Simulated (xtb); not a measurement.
F3La, triplet, from a rough starting geometry (GFN-xTB shapes and energies of metal compounds can be far from the true ones) (the multiplicity is a formal guess); GFN2-xTB (xtb).

Here is a job for xtb.
```
$ xtb mol.xyz --gfn 2 --uhf 2 --opt vtight --json

# file mol.xyz
4

La     0.01135112    -0.01061311    -0.01097022
F     -1.73093807    -1.09800385     0.06223572
F      0.04322404     1.83360664    -0.75307908
F      1.58985199    -0.74596488     0.68887910
```

It wrote (shortened):

```
   ID    Z sym.   atoms
    1   57 La     1
    2    9 F      2-4

           -------------------------------------------------
          |                Calculation Setup                |
           -------------------------------------------------

           -------------------------------------------------
          |                 G F N 2 - x T B                 |
           -------------------------------------------------

          ...................................................
          :                      SETUP                      :
          :.................................................:
          :  # basis functions                  22          :
          :  # atomic orbitals                  21          :
          :  # shells                            9          :
          :  # electrons                        24          :
          :  max. iterations                   250          :
          :  Hamiltonian                  GFN2-xTB          :
          :  restarted?                      false          :
          :  GBSA solvation                  false          :
          :  PC potential                    false          :
          :  electronic temp.          300.0000000     K    :
          :  accuracy                    1.0000000          :
          :  -> integral cutoff          0.2500000E+02      :
          :  -> integral neglect         0.1000000E-07      :
          :  -> SCF convergence          0.1000000E-05 Eh   :
          :  -> wf. convergence          0.1000000E-03 e    :
          :  Broyden damping             0.4000000          :
          :  net charge                          0          :
          :  unpaired electrons                  2          :
          ...................................................

 iter      E             dE          RMSdq      gap      omega  full diag
   1     -3.0218089 -0.302181E+01  0.533E+01    0.06       0.0  T
   2    -14.6088917 -0.115871E+02  0.217E+01    0.10       1.0  T
   3    -14.9242302 -0.315339E+00  0.170E+01    0.06       1.0  T
   4    -15.0411221 -0.116892E+00  0.161E+01    0.07       1.0  T
   5    -14.9931316  0.479905E-01  0.162E+01    0.07       1.0  T
   6    -14.9704921  0.226395E-01  0.167E+01    0.07       1.0  T
   7    -15.1478107 -0.177319E+00  0.123E+01    0.19       1.0  T
   8     -7.5391226  0.760869E+01  0.364E+01    0.30       1.0  T
   9     -2.6363176  0.490280E+01  0.530E+01    0.51       1.0  T
  10     -3.0423576 -0.406040E+00  0.530E+01    0.45       1.0  T
  11     -3.9316021 -0.889245E+00  0.515E+01    0.39       1.0  T
  12     -4.4757957 -0.544194E+00  0.496E+01    0.38       1.0  T
  13     -3.2815873  0.119421E+01  0.536E+01    0.40       1.0  T
  14     -1.2527485  0.202884E+01  0.584E+01    0.56       1.0  T
  15     -1.5417304 -0.288982E+00  0.577E+01    0.53       1.0  T
  16    -14.3576342 -0.128159E+02  0.231E+01    0.26       1.0  T
  17    -14.9918334 -0.634199E+00  0.170E+01    0.23       1.0  T
  18    -14.9927139 -0.880468E-03  0.170E+01    0.23       1.0  T
  19    -14.9035935  0.891204E-01  0.184E+01    0.24       1.0  T
  20    -15.1717484 -0.268155E+00  0.136E+01    0.03       1.0  T
  21    -15.1333417  0.384068E-01  0.145E+01    0.11       1.0  T
  22    -15.0773612  0.559805E-01  0.168E+01    0.13       1.0  T
  23    -15.0576312  0.197299E-01  0.182E+01    0.13       1.0  T
  24    -15.1019535 -0.443222E-01  0.166E+01    0.14       1.0  T
  25    -15.1972114 -0.952580E-01  0.129E+01    0.02       1.0  T
  26    -15.1916923  0.551907E-02  0.125E+01    0.03       1.0  T
  27    -15.2033210 -0.116287E-01  0.107E+01    0.02       1.0  T
  28    -15.2222474 -0.189263E-01  0.980E+00    0.00       1.0  T
  29    -15.2685731 -0.463257E-01  0.916E+00    0.08       1.0  T
  30    -15.2726051 -0.403205E-02  0.899E+00    0.07       1.0  T
  31    -15.2701001  0.250500E-02  0.894E+00    0.07       1.0  T
  32    -15.3080704 -0.379702E-01  0.809E+00    0.09       1.0  T
[...]
 * total energy  :   -15.4616234 Eh     change        0.6822987E-10 Eh
 * total energy  :   -15.4645722 Eh     change       -0.2948822E-02 Eh
 * total energy  :   -15.4659732 Eh     change       -0.1400985E-02 Eh
 * total energy  :   -15.4661942 Eh     change       -0.2210391E-03 Eh
 * total energy  :   -15.4662158 Eh     change       -0.2158527E-04 Eh
 * total energy  :   -15.4662194 Eh     change       -0.3625323E-05 Eh
 * total energy  :   -15.4662216 Eh     change       -0.2199392E-05 Eh
 * total energy  :   -15.4662234 Eh     change       -0.1753881E-05 Eh
 * total energy  :   -15.4662243 Eh     change       -0.8858216E-06 Eh
 * total energy  :   -15.4662251 Eh     change       -0.8657889E-06 Eh
 * total energy  :   -15.4662254 Eh     change       -0.2276906E-06 Eh
 * total energy  :   -15.4662254 Eh     change       -0.2560671E-07 Eh
   *** GEOMETRY OPTIMIZATION CONVERGED AFTER 12 ITERATIONS ***
         :: total energy             -15.466225390799 Eh    ::
[...]

           -------------------------------------------------
          |                Property Printout                |
           -------------------------------------------------

    * Orbital Energies and Occupations

         #    Occupation            Energy/Eh            Energy/eV
      -------------------------------------------------------------
         1        2.0000           -0.8979256             -24.4338
         2        2.0000           -0.8900226             -24.2187
         3        2.0000           -0.8898432             -24.2139
         4        2.0000           -0.5683780             -15.4664
         5        2.0000           -0.5573888             -15.1673
         6        1.9971           -0.5491588             -14.9434
         7        1.9971           -0.5491456             -14.9430
         8        1.9516           -0.5464319             -14.8692
         9        1.9511           -0.5464203             -14.8689
        10        1.7427           -0.5446085             -14.8196
        11        1.7419           -0.5446042             -14.8194
        12        1.6184           -0.5440599             -14.8046
        13        0.9958           -0.4131959             -11.2436 (HOMO)
        14        0.0021           -0.4021301             -10.9425 (LUMO)
        15        0.0021           -0.4021167             -10.9422
        16                         -0.3864773             -10.5166
        17                         -0.3863571             -10.5133
        18                         -0.2286142              -6.2209
        19                         -0.0560785              -1.5260
        20                          0.3139202               8.5422
        21                          0.3152287               8.5778
      -------------------------------------------------------------
                  HL-Gap            0.0110658 Eh            0.3011 eV
             Fermi-level           -0.4757955 Eh          -12.9471 eV

     #   Z          covCN         q      C6AA      α(0)
     1  57 La       1.849     0.460  1579.832   145.713
     2   9 F        0.616    -0.153    10.800     3.877
     3   9 F        0.616    -0.153    10.800     3.877
     4   9 F        0.616    -0.153    10.800     3.877

 Mol. C6AA /au·bohr⁶  :       2265.115741
 Mol. C8AA /au·bohr⁸  :     455553.654185
 Mol. α(0) /au        :        157.344383

Wiberg/Mayer (AO) data.
largest (>0.10) Wiberg bond orders for each atom

 ---------------------------------------------------------------------------
     #   Z sym  total        # sym  WBO       # sym  WBO       # sym  WBO
 ---------------------------------------------------------------------------
     1  57 La   2.458 --     2 F    0.819     4 F    0.819     3 F    0.819
     2   9 F    0.954 --     1 La   0.819
     3   9 F    0.954 --     1 La   0.819
     4   9 F    0.954 --     1 La   0.819
 ---------------------------------------------------------------------------

Topologies differ in total number of bonds
Writing topology from bond orders to xtbtopo.mol

molecular dipole:
                 x           y           z       tot (Debye)
 q only:       -0.000      -0.002       0.000
   full:       -0.001      -0.003       0.001       0.009
molecular quadrupole (traceless):
                xx          xy          yy          xz          yz          zz
 q only:       -1.489      -0.410      -0.969      -0.974       1.742       2.458
  q+dip:       -1.774      -0.489      -1.153      -1.160       2.075       2.928
   full:       -3.079      -0.848      -1.993      -2.010       3.592       5.072

optimized geometry written to: xtbopt.xyz

           -------------------------------------------------
          | TOTAL ENERGY              -15.466225390799 Eh   |
          | GRADIENT NORM               0.000035606920 Eh/α |
          | HOMO-LUMO GAP               0.301115455927 eV   |
           -------------------------------------------------

normal termination of xtb
```
